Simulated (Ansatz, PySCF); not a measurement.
Si(H)(I)2(OMe) (CH₄I₂OSi), SMILES CO[SiH](I)I. Atoms are numbered in the order given.

```xyz
9

Si    -0.4667    -0.0446     0.7538
I     -0.3661     1.8387    -0.8438
I      1.4750    -1.5135     0.5293
O     -1.7971    -0.9652     0.4560
C     -3.1386    -0.5296     0.3236
H     -0.4714     0.5413     2.1163
H     -3.7589    -1.4069     0.0908
H     -3.5096    -0.0725     1.2579
H     -3.2405     0.2052    -0.4934
```
Charge 0, spin multiplicity 1.

Geometry optimised at B3LYP-D3(BJ)/def2-SVP. The def2 effective core potentials stand for the cores of I; spin–orbit coupling is left out. One conformer was computed; it need not be the lowest.

Two levels are set side by side: PBE-D3(BJ)/def2-SVP (Ansatz, a first-principles code) and B3LYP-D3(BJ)/def2-SVP (Ansatz). Each level has its own optimised geometry; the coordinates shown are those of the second. Frequencies come from the Hessian of PySCF at each geometry. Differences are taken from unrounded values.

```tsv
quantity	B3LYP-D3(BJ)
mean bond length (Å)	1.596
bond Si1–I2 (Å)	2.472
bond Si1–I3 (Å)	2.445
bond Si1–O4 (Å)	1.645
bond O4–C5 (Å)	1.417
bond Si1–H6 (Å)	1.483
bond C5–H7 (Å)	1.099
bond C5–H8 (Å)	1.104
bond C5–H9 (Å)	1.104
highest harmonic wavenumber (cm⁻¹)	3130
mean harmonic wavenumber (cm⁻¹)	1110
zero-point energy (kcal/mol)	33.31
```

### Question
What does PBE-D3(BJ) give, and how far is it from B3LYP-D3(BJ)? (An estimate is asked for; the answer gives what the named calculation found.)

### Answer

```csv
quantity,PBE-D3(BJ),PBE-D3(BJ) minus B3LYP-D3(BJ)
mean bond length (Å),1.604,0.008
bond Si1–I2 (Å),2.472,0.001
bond Si1–I3 (Å),2.444,-0.001
bond Si1–O4 (Å),1.662,0.017
bond O4–C5 (Å),1.422,0.005
bond Si1–H6 (Å),1.499,0.016
bond C5–H7 (Å),1.108,0.008
bond C5–H8 (Å),1.113,0.009
bond C5–H9 (Å),1.113,0.009
highest harmonic wavenumber (cm⁻¹),3064,-66
mean harmonic wavenumber (cm⁻¹),1076,-33
zero-point energy (kcal/mol),32.31,-1.00
```

Exact exchange shortens and stiffens bonds; PBE has none. Differences between two approximate levels are no errors against the true value.
